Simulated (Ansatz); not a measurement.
P₇S₂⁺, relaxed as a singlet with RKS PBE-D4/def2-SVP in Ansatz, starting from the GFN2-xTB geometry. Force threshold 0.02 eV/Å.

Another isomer (singlet) lies 0.80 eV lower at PBE0-D4/def2-TZVP; other spin states weren't run for this one.

Start:

```xyz
9

P    -1.7869    0.4711   -0.7783
P     0.1083   -2.3161    0.5904
P     0.8433    1.4873   -1.9175
P     1.5359    1.3379    0.1743
P    -0.4705    2.2058   -0.2278
P     0.0786   -1.1285    2.4187
P     1.7070   -0.7638    0.9471
S    -1.6299   -0.9839    0.9342
S    -0.3860   -0.3098   -2.1412
```

```json
{"step": "1", "energy (eV)": "-86622.2587", "largest force component (eV/Å)": "0.930", "SCF passes": "21"}
{"step": "2", "energy (eV)": "-86622.3346", "largest force component (eV/Å)": "0.445", "SCF passes": "22"}
{"step": "3", "energy (eV)": "-86622.3699", "largest force component (eV/Å)": "0.150", "SCF passes": "21"}
{"step": "4", "energy (eV)": "-86622.3757", "largest force component (eV/Å)": "0.111", "SCF passes": "22"}
{"step": "5 (rejected)", "energy (eV)": "-86622.3752", "largest force component (eV/Å)": "0.188", "SCF passes": "22"}
{"step": "6", "energy (eV)": "-86622.3798", "largest force component (eV/Å)": "0.031", "SCF passes": "21"}
{"step": "7", "energy (eV)": "-86622.3804", "largest force component (eV/Å)": "0.029", "SCF passes": "22"}
{"step": "8", "energy (eV)": "-86622.3810", "largest force component (eV/Å)": "0.055", "SCF passes": "22"}
{"step": "9", "energy (eV)": "-86622.3814", "largest force component (eV/Å)": "0.040", "SCF passes": "22"}
{"step": "10", "energy (eV)": "-86622.3816", "largest force component (eV/Å)": "0.031", "SCF passes": "22"}
{"step": "11 (rejected)", "energy (eV)": "-86622.3816", "largest force component (eV/Å)": "0.041", "SCF passes": "23"}
{"step": "12", "energy (eV)": "-86622.3818", "largest force component (eV/Å)": "0.012", "SCF passes": "17"}
```

Force components are those of the run's own axes.

End:

```xyz
9

P    -1.776    0.474   -0.818
P     0.086   -2.280    0.520
P     0.883    1.453   -1.925
P     1.528    1.356    0.210
P    -0.481    2.236   -0.212
P     0.098   -1.151    2.451
P     1.698   -0.731    0.922
S    -1.654   -1.006    1.035
S    -0.382   -0.350   -2.183
```

By distances, no bond broke or formed. The bond that changes most is P1–S8, from 2.25 to 2.37 Å (atoms count from 1).

No frequencies were taken in this run, so the end may be a saddle point.

It took 26 s on 4 threads of Arm Neoverse V1 on a shared host.
